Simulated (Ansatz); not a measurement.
Reaction (hydrogen abstraction from the Si–H bond): `Cl[SiH2]S[SiH](Cl)Cl` + H• → `Cl[SiH]S[SiH](Cl)Cl`• + H₂

Program: Ansatz. Geometries: PBE0-D4/def2-TZVP. ΔE: electronic, gas phase. CBS: MP2 limit from def2 TZ/QZ plus the TZ coupled-cluster correction, frozen cores. This one scheme is used for every species, atoms too. DFT in def2-TZVPP. B3LYP here is the variant with VWN-RPA as its local correlation; programs differ in this. Open shells (•) are unrestricted, without spin–orbit coupling. Each species was taken in one conformer, which may not be the lowest.

| level | ΔE (kcal/mol) | difference from CCSD(T)/CBS |
| --- | --- | --- |
| PBE-D4 | -17.1 | -2.8 |
| r2SCAN-D4 | -18.0 | -3.7 |
| PBE0-D4 | -15.1 | -0.8 |
| B3LYP-D4 | -18.0 | -3.7 |
| ωB97X-V | -12.6 | 1.7 |
| ωB97M-V | -13.4 | 0.9 |
| B2PLYP | -15.6 | -1.3 |
| PBE | -17.3 | -3.0 |
| r2SCAN | -18.1 | -3.8 |
| PBE0 | -15.2 | -0.9 |
| B3LYP | -18.1 | -3.8 |
| HF/def2-TZVPP | -7.8 | 6.5 |
| MP2/def2-TZVPP | -11.6 | 2.7 |
| SCS-MP2/def2-TZVPP | -12.5 | 1.8 |
| CCSD/def2-TZVPP | -14.2 | 0.1 |
| CCSD(T)/def2-TZVPP | -14.3 | 0.0 |
| HF/def2-QZVPP | -7.9 | 6.4 |
| MP2/def2-QZVPP | -11.6 | 2.7 |
| SCS-MP2/def2-QZVPP | -12.4 | 1.9 |
| HF/CBS(def2) | -7.9 | 6.4 |
| MP2/CBS(def2) | -11.5 | 2.8 |
| CCSD/CBS(def2) | -14.1 | 0.2 |
| CCSD(T)/CBS | -14.3 | 0 |

Largest T1 diagnostic among the species: 0.012.

In def2-TZVPP, CCSD(T) changes the Hartree–Fock value by −6.6 kcal/mol (the triples alone add −0.1 kcal/mol) and MP2 by −3.8 kcal/mol. From PBE to PBE0 (25 % exact exchange), in def2-TZVPP and without D4, ΔE moves by +2.1 kcal/mol.
